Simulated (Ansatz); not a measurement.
Species: ScF$_{3}$ (charge 0, triplet). The spin state was set by rule; other spins were not relaxed. 
Geometry from a B3LYP-D3(BJ)/def2-TZVP (Ansatz, a program for electronic structure) optimisation:
```
Sc
F 1 1.9716
F 1 1.9716 2 120.00
F 1 1.9716 2 120.00 3 180.00
```
Charge 0, spin multiplicity 3.

Total electronic energies in hartree. Correlated levels leave the core frozen unless marked. UHF or UKS for open shells. Spin-orbit coupling is left out. The frozen core is the preceding noble-gas configuration, with the filled d and f shells of earlier blocks. Non-relativistic. CBS(X,Y): correlation extrapolated as X^-3; Hartree-Fock from the larger set. [CCSD(T)-MP2]/basis is that difference in the basis named. The program attaches cautions to a run behind CCSD/6-31G*: other roots.

```json
[
 {"level": "HF/def2-TZVPPD", "program": "Ansatz", "energy (Eh)": "-1058.26420"},
 {"level": "PBE/def2-TZVPD", "program": "Ansatz", "energy (Eh)": "-1059.93232"},
 {"level": "PBE0-D3(BJ)/def2-TZVPD", "program": "Ansatz + dftd3", "energy (Eh)": "-1059.92440"},
 {"level": "PBE0-D4/def2-TZVPD", "program": "Ansatz + dftd4", "energy (Eh)": "-1059.92451"},
 {"level": "RI-MP2/def2-QZVPP", "program": "Ansatz", "energy (Eh)": "-1059.13318"},
 {"level": "SCS-MP2/def2-SVPD", "program": "Ansatz", "energy (Eh)": "-1058.38428"},
 {"level": "CCSD/6-31G", "program": "Ansatz", "energy (Eh)": "-1058.40900"},
 {"level": "CCSD/6-31G*", "program": "Ansatz", "energy (Eh)": "-1058.59233"},
 {"level": "RI-MP2/CBS(def2-TZVPPD,def2-QZVPPD)+[CCSD(T)-MP2]/def2-SVPD", "program": "Ansatz", "energy (Eh)": "-1059.2142"}
]
```

Totals of different functionals don't rank their quality; only differences between species are comparable.
